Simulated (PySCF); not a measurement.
A single-point calculation

TmOCl (singlet in the valence; each metal's 4f electrons, 12 of them, lie in its core potential, out of spins and levels). PySCF 2.14.0, RKS PBE0, Tm lcecp-1-SVP with ECP58, O def2-SVP, Cl def2-SVP; non-relativistic Hamiltonian with scalar-relativistic core potentials where named; density fitting; no spin-orbit coupling. Purpose: finer grid at the relaxed geometry.

```python
mol = gto.M(atom='''
Tm     0.22856     0.00000    -0.37015
O      1.72890     0.00000     0.61450
Cl    -1.91449     0.00000     0.87546''',
    basis={'Tm': 'lcecp-1-SVP', 'O': 'def2-SVP', 'Cl': 'def2-SVP'},
    ecp={'Tm': 'lcecp-1-SVP'},
    charge=0, spin=0)
mf = dft.RKS(mol, xc='PBE0')
mf.grids.atom_grid = (75, 302)  # f atoms: unpruned, at least (60, 302)
mf = mf.density_fit()  # fitting sets: Tm AutoAux, O def2-universal-JKFIT, Cl def2-universal-JKFIT
mf.conv_tol = 1e-09; mf.max_cycle = 55
mf.kernel(dm0)  # dm0: converged density of the relaxed state
mf.nuc_grad_method().kernel()
```

Run from Python with OMP_NUM_THREADS=2; the lines above give its settings. Where DIIS fails, smearing, a level shift and second-order steps follow.
It took 3.1 s on 2 threads of Arm Neoverse V2, with other jobs on the host, with gradient, populations and further properties, from an already converged density.

(1) Where do the frontier levels lie, over both spins?

(2) What does the SCF print?

(3) What are the Mulliken charges and spins?

(4) What forces act on the atoms (eV/Å)?

An lcecp potential fixes the number of 4f electrons, so in runs with it no electron can move into or out of that shell.

Results:

(1) HOMO -7.00 eV, LUMO -2.73 eV. The 4f levels lie in the core potential and are missing.

(2) 
```
init E= -573.900753551097
cycle= 1 E= -573.900753550256  delta_E= 8.4e-10  |g|= 8.27e-05  |ddm|= 0.000126
cycle= 2 E= -573.90075354176  delta_E= 8.5e-09  |g|= 0.000216  |ddm|= 0.000228
cycle= 3 E= -573.900753551693  delta_E= -9.93e-09  |g|= 2.3e-05  |ddm|= 0.000164
cycle= 4 E= -573.900753551835  delta_E= -1.42e-10  |g|= 7.35e-07  |ddm|= 2.81e-05
Extra cycle  E= -573.900753551836  delta_E= -6.82e-13  |g|= 1.05e-06  |ddm|= 2.27e-06
converged SCF energy = -573.900753551836
```

(3) 
```json
{"atom": "Tm1", "charge (e)": "0.806", "spin (e)": "0.000"}
{"atom": "O2", "charge (e)": "-0.422", "spin (e)": "0.000"}
{"atom": "Cl3", "charge (e)": "-0.384", "spin (e)": "0.000"}
```
The spin of the 4f electrons in the core isn't counted.

(4) 
```
Tm  0.00 0.00 0.00
O   0.00 0.00 0.00
Cl  0.00 0.00 0.00
```
Forces carry noise of the integration grid, about 0.01 to 0.03 eV/Å.
